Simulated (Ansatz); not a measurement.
**SiSe (SMILES [Si][Se]): the energy, rung by rung**

SiSe has 2 atoms, charge 0, and is taken as a singlet. As SMILES, `[Si][Se]`. The shape comes from GFN2-xTB, which is rough for such elements, and wasn't checked as a minimum.

```xyz
2

Si    0.0000    0.0000    0.0000
Se    0.0000    0.0000    2.1245
```

Quantity: the energy change with the Si1–Se2 bond stretched from 2.125 to 4.249 Å, in eV. The values are calculated.

```json
{"level": "revPBE/STO-3G (restricted)", "kind": "GGA", "program": "Ansatz", "value (eV)": "8.39", "less FCI/STO-3G": "+2.21", "CPU time (all runs)": "6.5 s"}
{"level": "B3LYP/STO-3G (restricted)", "kind": "global hybrid", "program": "Ansatz", "value (eV)": "9.39", "less FCI/STO-3G": "+3.21", "CPU time (all runs)": "6.8 s"}
{"level": "PBE0/STO-3G (restricted)", "kind": "global hybrid", "program": "Ansatz", "value (eV)": "9.85", "less FCI/STO-3G": "+3.67", "CPU time (all runs)": "2.7 s"}
{"level": "CAM-B3LYP/STO-3G (restricted)", "kind": "range-separated hybrid", "program": "Ansatz", "value (eV)": "9.57", "less FCI/STO-3G": "+3.39", "CPU time (all runs)": "2.6 s"}
{"level": "HSE06/STO-3G (restricted)", "kind": "range-separated hybrid", "program": "Ansatz", "value (eV)": "9.78", "less FCI/STO-3G": "+3.60", "CPU time (all runs)": "14 s"}
{"level": "RPA@PBE/STO-3G (restricted)", "kind": "RPA", "program": "Ansatz", "value (eV)": "5.41", "less FCI/STO-3G": "-0.77", "CPU time (all runs)": "8.7 s"}
{"level": "CCSD(T)/STO-3G (unrestricted)", "kind": "coupled cluster or CI", "program": "Ansatz", "value (eV)": "6.18", "less FCI/STO-3G": "0.00", "CPU time (all runs)": "3.1 s"}
{"level": "FCI/STO-3G", "kind": "exact in the basis", "program": "Ansatz", "value (eV)": "6.18", "less FCI/STO-3G": "0.00", "CPU time (all runs)": "4.7 s"}
```

FCI/STO-3G is exact within its basis and frozen core, so for wave-function methods in that basis the difference is their error; functionals converge differently with the basis, so for them it is only a difference. All-electron rows without a relativistic Hamiltonian named are non-relativistic. The first shape isn't each level's own minimum. The values span 5.41 to 9.85 eV. Spin contamination of the reference (⟨S²⟩ at least 0.1 too high) touches CCSD(T)/STO-3G. All rows use very small basis sets, so even the best lies far from the true value. In the correlated wave-function rows the outer d shell of Se is correlated, in sets not made for it. Times are those of the runs behind each value, whatever else they computed, on shared processors of several kinds: orders of magnitude only.
